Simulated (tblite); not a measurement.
A geometry optimisation, step by step.

Compound: C5H12BClSi.
Atom-mapped SMILES: `[BH2:1][C@@:2]1([SiH:3]([CH3:4])[CH3:5])[CH2:6][C@H:7]1[Cl:8]` (hydrogens: H9, H10 on B1; H11 on Si3; H12, H13, H14 on C4; H15, H16, H17 on C5; H18, H19 on C6; H20 on C7)

Computed with GFN2-xTB (tblite), gas phase: L-BFGS steps from a force-field or distance-geometry start until the largest atomic force falls under 0.01 eV/Å. 5 of its 63 geometries are shown.

Step 0: E = -660.6162 eV, largest atomic force 1.429 eV/Å
```
atom  x, y, z in Å  |  force x, y, z in eV/Å
B1     -1.401    1.255   -0.690    0.437  -0.424  -0.105
C2     -0.883   -0.059    0.024   -1.380   0.018   0.369
Si3     0.986   -0.342    0.127   -0.367  -0.247  -0.092
C4      1.670   -0.457   -1.613    0.211  -0.491  -0.458
C5      1.778    1.089    1.026    0.308   0.741   0.391
C6     -1.643   -0.445    1.297    0.376  -0.523  -0.265
C7     -1.745   -1.319    0.055    0.614   0.710   0.885
Cl8    -3.354   -1.237   -0.710    0.695  -0.450   0.010
H9     -1.354    2.293   -0.127   -0.032  -0.311  -0.075
H10    -1.728    1.221   -1.822    0.004   0.019   0.246
H11     1.260   -1.586    0.848   -0.041  -0.221   0.140
H12     1.183   -1.313   -2.133    0.564   0.771   0.121
H13     2.760   -0.637   -1.542   -0.677   0.108  -0.395
H14     1.476    0.478   -2.156    0.189  -0.531   0.016
H15     2.870    0.927    1.083   -0.629   0.300   0.124
H16     1.581    2.032    0.476    0.238  -0.527   0.518
H17     1.357    1.171    2.044    0.428   0.159  -0.527
H18    -2.554    0.141    1.527    0.916  -0.506   0.220
H19    -1.040   -0.905    2.120   -0.917   0.726  -0.505
H20    -1.222   -2.298    0.163   -0.937   0.680  -0.617
```

Step 16: E = -660.9921 eV, largest atomic force 0.070 eV/Å
```
atom  x, y, z in Å  |  force x, y, z in eV/Å
B1     -1.358    1.230   -0.690    0.038   0.033  -0.040
C2     -0.937   -0.043    0.076    0.027   0.042   0.048
Si3     0.957   -0.327    0.113    0.041   0.031  -0.016
C4      1.669   -0.474   -1.643   -0.011   0.021  -0.018
C5      1.780    1.113    1.044   -0.004   0.017  -0.002
C6     -1.655   -0.463    1.337    0.004  -0.015  -0.013
C7     -1.758   -1.288    0.094   -0.044  -0.003   0.040
Cl8    -3.297   -1.320   -0.766    0.047  -0.015   0.030
H9     -1.319    2.267   -0.148    0.007   0.007   0.003
H10    -1.671    1.174   -1.814    0.018   0.000  -0.049
H11     1.175   -1.585    0.853    0.004  -0.034   0.015
H12     1.224   -1.291   -2.202   -0.049  -0.022   0.018
H13     2.740   -0.646   -1.618    0.002   0.004   0.037
H14     1.497    0.437   -2.208   -0.009   0.026  -0.018
H15     2.854    0.973    1.121    0.008  -0.029  -0.020
H16     1.609    2.053    0.529    0.000   0.037  -0.022
H17     1.394    1.222    2.052   -0.035  -0.024   0.017
H18    -2.520    0.114    1.635    0.027  -0.065   0.001
H19    -1.093   -0.869    2.168   -0.041  -0.014  -0.010
H20    -1.294   -2.266    0.064   -0.030   0.002  -0.001
```

Step 31: E = -660.9993 eV, largest atomic force 0.035 eV/Å
```
atom  x, y, z in Å  |  force x, y, z in eV/Å
B1     -1.322    1.233   -0.702    0.017  -0.010   0.004
C2     -0.951   -0.035    0.098    0.015  -0.003  -0.015
Si3     0.946   -0.309    0.115    0.032   0.006  -0.012
C4      1.640   -0.463   -1.647   -0.001  -0.002  -0.008
C5      1.775    1.125    1.045    0.006   0.001   0.005
C6     -1.662   -0.480    1.353    0.006   0.015  -0.012
C7     -1.759   -1.292    0.103    0.018   0.008  -0.015
Cl8    -3.293   -1.329   -0.760   -0.015  -0.001   0.001
H9     -1.290    2.281   -0.178   -0.013  -0.018  -0.001
H10    -1.564    1.161   -1.845    0.016  -0.001   0.022
H11     1.183   -1.574    0.840   -0.015  -0.007   0.020
H12     1.179   -1.284   -2.188   -0.009   0.013  -0.006
H13     2.710   -0.648   -1.622   -0.011  -0.001  -0.006
H14     1.477    0.443   -2.223   -0.016  -0.004   0.010
H15     2.847    0.969    1.124   -0.001  -0.002  -0.001
H16     1.618    2.071    0.535   -0.009  -0.009   0.012
H17     1.384    1.225    2.053   -0.003   0.020  -0.007
H18    -2.536    0.075    1.660   -0.004  -0.003   0.006
H19    -1.098   -0.894    2.178   -0.013   0.002  -0.008
H20    -1.288   -2.265    0.058    0.000  -0.004   0.012
```

Step 46: E = -661.0017 eV, largest atomic force 0.018 eV/Å
```
atom  x, y, z in Å  |  force x, y, z in eV/Å
B1     -1.295    1.225   -0.706    0.013   0.005   0.001
C2     -0.940   -0.043    0.099   -0.003  -0.004   0.000
Si3     0.957   -0.314    0.125   -0.002  -0.002   0.004
C4      1.617   -0.460   -1.649    0.000   0.000   0.001
C5      1.777    1.130    1.050    0.004   0.000  -0.002
C6     -1.660   -0.482    1.349   -0.010  -0.005   0.004
C7     -1.752   -1.297    0.101    0.003   0.002  -0.002
Cl8    -3.287   -1.330   -0.762    0.010   0.002  -0.011
H9     -1.301    2.269   -0.176   -0.012   0.007   0.012
H10    -1.480    1.159   -1.859   -0.004  -0.009  -0.005
H11     1.183   -1.574    0.865    0.011   0.000  -0.007
H12     1.134   -1.269   -2.189    0.000   0.005  -0.003
H13     2.686   -0.651   -1.656   -0.001  -0.005   0.001
H14     1.442    0.456   -2.207    0.000  -0.004  -0.004
H15     2.848    0.980    1.137    0.003  -0.005   0.000
H16     1.617    2.070    0.529   -0.004  -0.002   0.003
H17     1.378    1.239    2.054   -0.002   0.003  -0.007
H18    -2.536    0.073    1.652   -0.007   0.005   0.004
H19    -1.104   -0.898    2.179    0.001   0.002   0.002
H20    -1.286   -2.272    0.060    0.001   0.004   0.009
```

Step 62: E = -661.0024 eV, largest atomic force 0.007 eV/Å
```
atom  x, y, z in Å  |  force x, y, z in eV/Å
B1     -1.291    1.224   -0.700    0.002  -0.001   0.002
C2     -0.934   -0.043    0.107    0.000  -0.003  -0.001
Si3     0.962   -0.317    0.128   -0.005  -0.003   0.004
C4      1.610   -0.461   -1.652    0.001   0.001   0.000
C5      1.779    1.130    1.049    0.002   0.001  -0.002
C6     -1.666   -0.480    1.351    0.001   0.006   0.000
C7     -1.747   -1.296    0.102   -0.002   0.000   0.003
Cl8    -3.269   -1.328   -0.783   -0.002  -0.004   0.001
H9     -1.328    2.266   -0.166   -0.004   0.000   0.005
H10    -1.454    1.157   -1.856    0.000  -0.001  -0.001
H11     1.199   -1.578    0.861   -0.003   0.003  -0.001
H12     1.117   -1.264   -2.193   -0.003  -0.001   0.004
H13     2.677   -0.661   -1.666    0.003  -0.003   0.000
H14     1.438    0.458   -2.205    0.003   0.004  -0.002
H15     2.850    0.980    1.141    0.002   0.002   0.001
H16     1.620    2.067    0.523    0.005   0.003  -0.001
H17     1.376    1.245    2.051    0.002  -0.003  -0.002
H18    -2.542    0.080    1.646   -0.005  -0.004  -0.001
H19    -1.118   -0.897    2.186    0.001   0.002  -0.005
H20    -1.282   -2.272    0.072    0.002   0.003  -0.004
```

Task: Summarise the path.

Result: The energy falls by 37.26 kJ/mol from step 0 to step 62; nine tenths of that is first reached at step 6. It falls at every step. The largest force goes from 1.429 to 0.007 eV/Å. Among the bonds B1–C2 changes most, from 1.583 to 1.544 Å; the atoms move by 0.110 Å rms after alignment.

Task: Follow the three bonds and two angles with the largest change from start to end.

Result: 
| step | E above end (kJ/mol) | largest force (eV/Å) | B1–C2 (Å) | C6–H19 (Å) | Si3–C5 (Å) | Cl8–C7–H20 (°) | B1–C2–C6 (°) |
| --- | --- | --- | --- | --- | --- | --- | --- |
| 0 | 37.26 | 1.429 | 1.583 | 1.118 | 1.866 | 120.4 | 114.9 |
| 3 | 9.78 | 0.440 | 1.550 | 1.071 | 1.892 | 114.7 | 118.8 |
| 5 | 4.84 | 0.385 | 1.547 | 1.077 | 1.887 | 111.5 | 119.4 |
| 8 | 2.22 | 0.142 | 1.551 | 1.084 | 1.898 | 108.9 | 119.7 |
| 11 | 1.66 | 0.110 | 1.551 | 1.080 | 1.901 | 109.5 | 120.1 |
| 13 | 1.32 | 0.124 | 1.548 | 1.080 | 1.902 | 110.1 | 120.4 |
| 16 | 0.99 | 0.070 | 1.545 | 1.082 | 1.902 | 110.2 | 120.9 |
| 19 | 0.72 | 0.051 | 1.546 | 1.081 | 1.900 | 109.9 | 121.9 |
| 22 | 0.62 | 0.053 | 1.546 | 1.082 | 1.902 | 109.9 | 122.1 |
| 24 | 0.54 | 0.052 | 1.545 | 1.082 | 1.902 | 109.9 | 122.5 |
| 27 | 0.43 | 0.039 | 1.545 | 1.082 | 1.899 | 110.0 | 123.2 |
| 30 | 0.32 | 0.052 | 1.546 | 1.082 | 1.900 | 109.9 | 123.9 |
| 32 | 0.28 | 0.033 | 1.544 | 1.082 | 1.901 | 109.8 | 124.0 |
| 35 | 0.22 | 0.035 | 1.543 | 1.082 | 1.900 | 109.8 | 124.2 |
| 38 | 0.17 | 0.045 | 1.544 | 1.081 | 1.900 | 109.9 | 124.2 |
| 40 | 0.13 | 0.042 | 1.544 | 1.081 | 1.901 | 110.0 | 124.3 |
| 43 | 0.09 | 0.033 | 1.543 | 1.082 | 1.901 | 109.9 | 124.3 |
| 46 | 0.06 | 0.018 | 1.543 | 1.082 | 1.901 | 109.9 | 124.2 |
| 49 | 0.05 | 0.026 | 1.544 | 1.082 | 1.900 | 109.8 | 124.1 |
| 51 | 0.04 | 0.014 | 1.544 | 1.082 | 1.900 | 109.9 | 124.1 |
| 54 | 0.02 | 0.021 | 1.543 | 1.082 | 1.900 | 109.9 | 124.1 |
| 57 | 0.01 | 0.012 | 1.544 | 1.082 | 1.900 | 109.9 | 123.9 |
| 59 | 0.01 | 0.012 | 1.544 | 1.082 | 1.900 | 109.9 | 123.8 |
| 62 | 0.00 | 0.007 | 1.544 | 1.082 | 1.900 | 109.9 | 123.9 |

The cost below is that of the whole relaxation. Hardware: an Arm Neoverse N1 with one thread, no GPU (shared host). Cost: 0.91 s of wall time.
